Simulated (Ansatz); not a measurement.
One change: `N[SiH2][SnH3]` becomes `N[SiH2][GaH2]`.

Ansatz, PBE0-D4/def2-TZVP geometries, multiplicity 1. Each molecule was computed in one conformer, which needn't be the lowest.

Elements past krypton have def2 core potentials. Scalar relativity is left out up to krypton.

```json
{"property": "LUMO energy (B3LYP/def2-TZVPP) / eV", "`N[SiH2][SnH3]`": "-0.48"}
{"property": "zero-point energy (PBE0-D4/def2-TZVP) / kJ/mol", "`N[SiH2][SnH3]`": "165.6"}
{"property": "ideal-gas entropy at 298 K and 1 bar (rigid rotor, harmonic PBE0-D4/def2-TZVP) / J/(mol·K)", "`N[SiH2][SnH3]`": "354"}
{"property": "size of the dipole moment (B3LYP/def2-TZVPP) / D", "`N[SiH2][SnH3]`": "1.77"}
{"property": "HOMO energy (PBE0/def2-TZVPP) / eV", "`N[SiH2][SnH3]`": "-7.27"}
{"property": "HOMO–LUMO gap (PBE0/def2-TZVPP) / eV", "`N[SiH2][SnH3]`": "7.01"}
```

Question: Give the same properties after the change, and the shifts. (Best estimate.)

Answer: Ansatz gave: 
```csv
property,`N[SiH2][GaH2]`,shift
LUMO energy (B3LYP/def2-TZVPP) / eV,-2.22,-1.74
zero-point energy (PBE0-D4/def2-TZVP) / kJ/mol,146.8,-18.8
"ideal-gas entropy at 298 K and 1 bar (rigid rotor, harmonic PBE0-D4/def2-TZVP) / J/(mol·K)",338,-16
size of the dipole moment (B3LYP/def2-TZVPP) / D,1.39,-0.38
HOMO energy (PBE0/def2-TZVPP) / eV,-7.12,0.15
HOMO–LUMO gap (PBE0/def2-TZVPP) / eV,5.16,-1.85
```

With PBE0 the HOMO rises by 0.15 eV and the LUMO falls by 1.70 eV, so the gap narrows by about 1.85 eV. PBE moves the HOMO by 0.15 eV and ωB97M-V by 0.17 eV. The zero-point energy changes by -18.8 kJ/mol with -3 modes. Dipoles are sizes alone; their direction can turn. Modes under 60 cm⁻¹, often nearly free rotors, make the harmonic entropy too high.

B3LYP here is the variant with VWN-RPA as its local correlation; programs differ in this.
